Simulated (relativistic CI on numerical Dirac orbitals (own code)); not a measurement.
**Electric-dipole transitions in Co¹⁵⁺**

Computed by Dirac-Coulomb-Breit CI, orbitals from a KLI potential per configuration, QED by a radiative potential, unscaled Slater integrals (own radial code, finite nucleus).

CI space (outside the closed core [Ne]): 3s2, 3s 3p, 3p2, 3s 3d, 3d2, 3p 3d, 3p 4s, 3s 4s, 3d 4s, 3s 4p, 3s 4d, 3s 4f, 3s 5s, 3s 5p, 3s 5d, 4s2, 3s 5f, 3s 5g, 3s 6s, 3s 6p, 3s 6d. Levels of other configurations are missing.

```csv
λ vac (Å),Lower,Upper,A (s⁻¹),E lower (cm⁻¹),E upper (cm⁻¹)
44.399,3s 3d 3D_3 [13],3s 5f 3F°_4 [70],4.58e+11,731236,2983520
49.779,3s 3p 3P°_1 [3],3s 4d 3D_2 [43],3.67e+11,254800,2263684
50.184,3s 3p 3P°_2 [4],3s 4d 3D_3 [44],4.95e+11,272021,2264682
52.970,3s 3p 1P°_1 [5],3s 4d 1D_2 [45],4.38e+11,381009,2268879
56.731,3p2 1D_2 [7],3s 4f 1F°_3 [53],1.93e+11,598948,2361643
61.989,3s 3d 3D_1 [11],3s 4f 3F°_2 [50],9.83e+11,727956,2341135
62.031,3s 3d 3D_2 [12],3s 4f 3F°_3 [51],1.04e+12,729234,2341332
62.097,3s 3d 3D_3 [13],3s 4f 3F°_4 [52],1.17e+12,731236,2341623
65.082,3s 3d 1D_2 [14],3s 4f 1F°_3 [53],9.03e+11,825115,2361643
138.48,3s 4d 1D_2 [45],3s 5f 1F°_3 [71],1.59e+11,2268879,2990991
138.95,3s 4d 3D_2 [43],3s 5f 3F°_3 [69],1.45e+11,2263684,2983371
139.11,3s 4d 3D_3 [44],3s 5f 3F°_4 [70],1.65e+11,2264682,2983520
153.25,3s 4f 3F°_2 [50],3s 5g 3G_3 [72],2.67e+11,2341135,2993643
153.29,3s 4f 3F°_3 [51],3s 5g 3G_4 [73],2.72e+11,2341332,2993696
153.34,3s 4f 3F°_4 [52],3s 5g 3G_5 [74],2.90e+11,2341623,2993779
157.76,3s 4f 1F°_3 [53],3s 5g 1G_4 [75],2.79e+11,2361643,2995532
182.74,3p2 1D_2 [7],3p 3d 1F°_3 [25],2.27e+10,598948,1146177
210.78,3s 3p 3P°_1 [3],3s 3d 3D_2 [12],1.99e+10,254800,729234
217.76,3s 3p 3P°_2 [4],3s 3d 3D_3 [13],2.41e+10,272021,731236
222.36,3p2 3P_1 [8],3p 3d 3P°_2 [20],2.58e+10,605235,1054958
224.89,3p2 3P_2 [9],3p 3d 3D°_2 [24],2.01e+10,625979,1070638
225.17,3s 3p 1P°_1 [5],3s 3d 1D_2 [14],4.68e+10,381009,825115
226.01,3p2 3P_2 [9],3p 3d 3D°_3 [21],2.60e+10,625979,1068428
239.74,3p2 1D_2 [7],3p 3d 1D°_2 [17],1.60e+10,598948,1016074
247.54,3p 3d 3D°_3 [21],3d2 3F_4 [29],2.49e+10,1068428,1472407
262.46,3s2 1S_0 [1],3s 3p 1P°_1 [5],2.52e+10,0,381009
271.02,3p 3d 1F°_3 [25],3d2 1G_4 [34],2.75e+10,1146177,1515156
282.52,3s 3p 3P°_2 [4],3p2 3P_2 [9],1.41e+10,272021,625979
311.47,3s 3d 1D_2 [14],3p 3d 1F°_3 [25],1.88e+10,825115,1146177
348.78,3s 3d 3D_3 [13],3p 3d 3F°_4 [18],6.30e+09,731236,1017947
```

Terms are leading LS components. Brackets give the number of a level in order of energy, since labels repeat. The list gives strong lines, with weight on those to low levels, without lines whose two gauges differ by over a factor of 2.5. Levels whose partners in the same complex of configurations lie outside the list can be far off, and so can their lines. Rates are taken at the computed energies, electric ones in the length gauge.

At this charge energies of transitions that change n are usually good to better than 1 %, and those within a shell (Δn = 0) to a few per cent.

(1) From the table, what is the radiative lifetime of 3s 5f 3F°_4?

Results:

(1) The listed rates from this level add up to about 6.23e+11 s⁻¹, 100 % of its decay; with all channels τ = 1.60e-12 s.

LS names give the leading component of a level, which can be under half, so a name can repeat, a term be missing and a line seem to break the LS rules.
